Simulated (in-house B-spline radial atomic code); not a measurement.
## Excitations of the iodine ion I⁵⁺ by several methods

Full response, energies in eV; labels give the largest channel, * marks a mixed state, a dash one above the method's threshold, and an imaginary frequency an unstable closed-shell reference. Computed with an all-electron radial atomic-structure program (B-spline basis): linear response of the closed shell [Kr] 4d10 5s2 with each method's own kernel (bare exchange for TDHF, static screening on G0W0 levels for BSE, the adiabatic kernel for functionals); scalar-relativistic (spin-free one-electron X2C), finite nucleus, no spin-orbit coupling, no double excitations, S, P, D and F terms only; shells from n = 3 respond. Only terms of natural parity with L up to 3 were computed.

```csv
method,5s → 5p 3P,5s → 5p 1P,5s → 5d 3D,α (bohr³)
TDHF,9.757,14.789,30.03,6.7
BSE on G0W0@HF,11.377,15.858,32.47,5.972
LDA VWN5,?,?,?,?
PBE,12.073,16.030,30.72,5.811
PBE0,11.607,15.688,30.69,6.034
B3LYP (VWN-RPA),11.800,15.932,30.67,5.867
CAM-B3LYP,11.683,15.843,30.78,5.909
LC-wPBE,11.327,15.474,30.84,6.119
wB97X,12.287,15.507,31.65,6.099
HSE06,11.583,15.652,30.67,6.046
BHandHLYP,11.239,15.575,30.55,6.109
BLYP,12.073,16.185,30.55,5.708
PBEsol,11.957,15.959,30.78,5.853
BP86,11.966,15.946,30.79,5.857
LDA exchange-only,11.688,16.121,30.39,5.742
B97-1,12.303,15.791,31.43,5.972
RPBE,11.882,15.909,30.52,5.9
OLYP,?,?,?,?
```

Question: What does LDA VWN5 give?

Answer: 5s → 5p 3P: 12.347; 5s → 5p 1P: 16.171; 5s → 5d 3D: 31.27; α: 5.707 (eV, bohr³).

Question: What does OLYP give?

Answer: 5s → 5p 3P: 11.463; 5s → 5p 1P: 15.862; 5s → 5d 3D: 30.18; α: 5.945 (eV, bohr³).
